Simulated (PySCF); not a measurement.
C2H7NO2Si.
Geometry (PBE0-D3(BJ)/def2-SVP, Å), atoms numbered from 1 in this order:
```
atom  x, y, z in Å
N1     1.6966   -0.0494    0.5246
Si2    0.5074   -0.0551   -0.6843
O3    -0.3725   -1.4844   -0.6818
C4    -1.7476   -1.2069   -0.8317
C5    -1.9900    0.1890   -0.2407
O6    -0.8262    0.9477   -0.4812
H7     2.6418    0.2628    0.3472
H8     1.5405   -0.3279    1.4846
H9     1.2001    0.2765   -1.9527
H10   -2.3417   -1.9787   -0.3163
H11   -2.0247   -1.2273   -1.9032
H12   -2.8620    0.6802   -0.7020
H13   -2.1795    0.1210    0.8479
```

Computed with PySCF 2.14.0, PBE0-D3(BJ)/def2-SVP geometry optimisation, gas phase.

Masses are those of the commonest isotopes; rigid-rotor values at the optimised geometry. The values belong to one conformer with, in the numbering `[NH2:1][SiH:2]1[O:3][CH2:4][CH2:5][O:6]1`, H–N1–Si2–O3 135° and -47°, N1–Si2–O3–C4 136°, Si2–O3–C4–C5 -28°, O3–C4–C5–O6 33°, C4–C5–O6–Si2 -24°.

Task: Give the principal moments of inertia and the rotational constants in MHz.

Result: Ia = 88.43, Ib = 198.69, Ic = 245.03 u·Å²; 505379 MHz·u·Å²/I gives A = 5715, B = 2544, C = 2063 MHz.

Task: Classify the top.

Result: An asymmetric top. Ray's parameter κ = (2B − A − C)/(A − C) = -0.737; −1 is the prolate and +1 the oblate limit.

Task: Is it planar, by Δ = Ic − Ia − Ib?

Result: Not planar: Δ = Ic − Ia − Ib = -42.09 u·Å². For a rigid frame Δ = −2 Σ m c², so Σ m c² = 21.04 u·Å² lies off the ab plane: 9.57 from hydrogen and 11.47 from heavier atoms. The atom farthest from that plane is 1.82 Å away.

Task: Give the other two planar moments, Paa and Pbb, and the rms extents of the mass along the axes.

Result: Paa = Σ m a² = (Ib + Ic − Ia)/2 = 177.64 and Pbb = Σ m b² = (Ia + Ic − Ib)/2 = 67.39 u·Å². With the mass M = 105.02 u, the rms extents √(P/M) along a, b and c are 1.30, 0.80, 0.45 Å.

Task: Predict some low-J microwave lines.

Result: The dipole components are |μa| = 0.36 D, |μb| = 0.00 D, |μc| = 1.03 D. The squared components, which scale the intensities, stand as 0.12 : 0.00 : 1.00 (a : b : c). Some lines, for components of 0.1 D or more:

```csv
type,branch,"J(Ka,Kc)",MHz,lower level (cm⁻¹)
a,Q,"5(2,3) ← 5(2,4)",1603,2.755
c,Q,"2(1,2) ← 2(0,2)",2741,0.459
c,Q,"4(2,3) ← 4(1,3)",7936,1.726
a,R,"2(1,1) ← 1(1,0)",9693,0.275
c,R,"2(1,1) ← 1(0,1)",13346,0.154
a,R,"3(2,1) ← 2(2,0)",14017,0.918
a,R,"4(1,4) ← 3(1,3)",17370,0.987
c,R,"3(1,2) ← 2(0,2)",18691,0.459
a,R,"5(0,5) ← 4(0,4)",22152,1.512
a,R,"5(4,2) ← 4(4,1)",23143,3.359
a,R,"5(4,1) ← 4(4,0)",23145,3.359
a,R,"5(3,2) ← 4(3,1)",23241,2.566
c,Q,"4(4,1) ← 4(3,1)",23777,2.566
c,R,"4(3,1) ← 3(2,1)",35380,1.385
c,R,"5(3,3) ← 4(2,3)",40394,1.990
c,R,"5(5,0) ← 4(4,0)",53746,3.359
c,R,"5(5,1) ← 4(4,1)",53746,3.359
```

No PBE0-D3(BJ)/def2-SVP frequencies stand behind this structure, so it isn't proved a minimum. These are rigid-rotor constants of the computed structure; measured ground-state constants (B0) also hold zero-point vibration. Quadrupole hyperfine structure (14N) is left out.
